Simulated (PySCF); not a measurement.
Species: C4H5ClSi.
SMILES: `ClC1=C[SiH2]C=C1`

The closed-shell ground state was solved at several levels (PySCF, density fitting, gas phase, non-relativistic). Isolated species at its PBE0-D3(BJ)/def2-SVP geometry, gas phase.

```json
{"level": "PBE0/def2-SVPD", "basis functions": "171", "total energy (Eh)": "-904.2954", "HOMO (eV)": "-7.06", "LUMO (eV)": "-1.88", "gap (eV)": "5.18", "dipole (D)": "1.27"}
{"level": "B3LYP/pcSseg-2", "basis functions": "300", "total energy (Eh)": "-905.2250", "HOMO (eV)": "-6.79", "LUMO (eV)": "-2.06", "gap (eV)": "4.73", "dipole (D)": "1.24"}
```

**Question.** What might PBE0/pcSseg-1 (141 basis functions) give for the same quantities?

**Answer.** Total energy -904.5764 Eh, HOMO -7.05 eV, LUMO -1.87 eV, gap 5.18 eV, dipole 1.36 D.

**Question.** How far do the dipole and the HOMO energy spread over the levels?

**Answer.** The dipole runs from 1.24 to 1.36 D (mean 1.29 D) and the HOMO from -7.06 to -6.79 eV.
